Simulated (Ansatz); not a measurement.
Cl$_{2}$F$_{2}$GeH$_{3}$NSi, SMILES `F[Si](F)(Cl)[NH][GeH2][Cl]`. The species carries charge 0 and has multiplicity 1. All single points use the PBE0-D4/def2-TZVP geometry. It is one conformer, not always the lowest.

```xyz
10

F    -1.294   -0.432    2.371
Si   -0.079   -0.714    1.404
F     1.147   -0.972    2.365
Cl   -0.424   -2.400    0.349
N     0.193    0.576    0.356
Ge    0.241    0.599   -1.478
Cl   -1.768    0.556   -2.252
H     0.176    1.498    0.771
H     0.953   -0.647   -1.993
H     0.856    1.937   -1.893
```

Task: What is the dipole moment at ωB97M-V/def2-TZVPP? (Estimate.)

Result: Computed: 2.64 D, with components (1.82, 1.70, -0.90) D in this frame, pointing from negative to positive charge.

Task: And with PBE, r2SCAN, B3LYP? (An estimate is asked.)

Result: Computed: PBE 2.51 D, r2SCAN 2.60 D, B3LYP 2.62 D.

Task: Give the Mulliken charges with ωB97M-V, PBE, B3LYP in def2-TZVPP. (Best estimate.)

Result: The calculation gave: 
| atom | ωB97M-V | PBE | B3LYP |
| --- | --- | --- | --- |
| F1 | -0.28 | -0.25 | -0.29 |
| Si2 | 0.81 | 0.71 | 0.85 |
| F3 | -0.28 | -0.24 | -0.29 |
| Cl4 | -0.17 | -0.18 | -0.21 |
| N5 | -0.38 | -0.31 | -0.36 |
| Ge6 | 0.33 | 0.36 | 0.40 |
| Cl7 | -0.27 | -0.28 | -0.30 |
| H8 | 0.12 | 0.15 | 0.13 |
| H9 | 0.07 | 0.04 | 0.04 |
| H10 | 0.05 | 0.02 | 0.02 |

B3LYP here is the variant with VWN-RPA as its local correlation; programs differ in this.
